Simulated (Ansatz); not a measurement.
A nudged elastic band was laid between two geometries of a periodic cell of 13 atoms, Al12O (surface Al(111), adsorbate O).

Theory: Ansatz 0.2.0, DFT LDA, scalar-relativistic, plane waves, PAW. Settings: PAW set soft_1, cutoff 420 eV, k mesh 3x3x1, gaussian smearing 0.1 eV, no spin polarisation.

* movable images: 5
* climbing image: yes
* spring: 5.0 eV/Å²
* optimiser: quadratic models (default)
* start path: straight line
* force threshold: 0.05 eV/Å
* iteration limit: 58
* end points: relaxed
* atoms held: 1 to 4

First end point:

```xyz
13
Lattice="5.7276 0.0000 0.0000 2.8638 4.9602 0.0000 0.0000 0.0000 17.6765" Properties=species:S:1:pos:R:3
Al 1.432 0.827 1.000
Al 4.296 0.827 1.000
Al 2.864 3.307 1.000
Al 5.728 3.307 1.000
Al -0.002 1.654 3.296
Al 2.862 1.655 3.323
Al 1.430 4.134 3.296
Al 4.294 4.135 3.296
Al -0.002 0.001 5.498
Al 2.863 0.061 5.661
Al 1.484 2.450 5.662
Al 4.242 2.450 5.661
O 5.726 3.308 6.346
```

Last end point:

Only the atoms that move by more than 0.05 Å are listed.
```
Al9 0.052 -0.030 5.662
Al10 2.810 -0.030 5.661
Al11 1.430 2.481 5.498
Al12 4.295 2.542 5.661
O13 7.158 5.788 6.346
```

Problem. What changes between the two ends?

Solution. Contacts lost: Al11–O13. Contacts made: Al9–O13. The atom that moves furthest is O13, by 2.86 Å; four of its nearest neighbours are Al10 1.85, Al12 1.85, Al11 1.85, Al9 3.41 Å at the first end and Al12 1.85, Al10 1.85, Al9 1.85, Al11 3.41 Å at the last.

Problem. Give the energies along the band, and the barrier.

Solution. It converged. The highest image is number 5 of 0 to 6, 0.82 eV above the ends, which have the same energy within 2 meV. The profile has 2 maxima (images 1, 5) with wells between them (image 3): this band takes more than one step, which may be the mechanism or a detour left from its start path. By the program's own check the climbing image is a first-order saddle point (lowest curvatures found: -2.85 and 0.17 eV/Å²). Limits of this set-up: coarse k mesh, thin slab, slab without dipole correction, PAW files made for another functional.

```csv
image,path coordinate (Å),energy (eV),Al11–O13 (Å),Al9–O13 (Å)
0,0.00,0.00,1.85,3.41
1,0.62,0.70,1.75,2.82
2,1.25,0.64,1.79,2.08
3,1.87,0.48,1.85,1.85
4,2.50,0.50,1.88,1.84
5,3.12,0.82,2.52,1.75
6,4.05,0.00,3.41,1.85
```

Problem. What is the geometry of the highest image?

Solution. 
```xyz
13
Lattice="5.7276 0.0000 0.0000 2.8638 4.9602 0.0000 0.0000 0.0000 17.6765" Properties=species:S:1:pos:R:3
Al 1.432 0.827 1.000
Al 4.296 0.827 1.000
Al 2.864 3.307 1.000
Al 5.728 3.307 1.000
Al -0.022 1.671 3.345
Al 2.878 1.670 3.348
Al 1.405 4.101 3.240
Al 4.268 4.186 3.304
Al 0.159 0.196 5.659
Al 2.795 0.159 5.643
Al 1.465 2.616 5.620
Al 4.323 2.765 5.580
O 7.202 4.990 6.466
```

The band took 52 iterations and about 40 core-minutes.

Time of the run: 43 min on 1 thread of Arm Neoverse V1, on a shared host, peak memory 0.66 GiB.
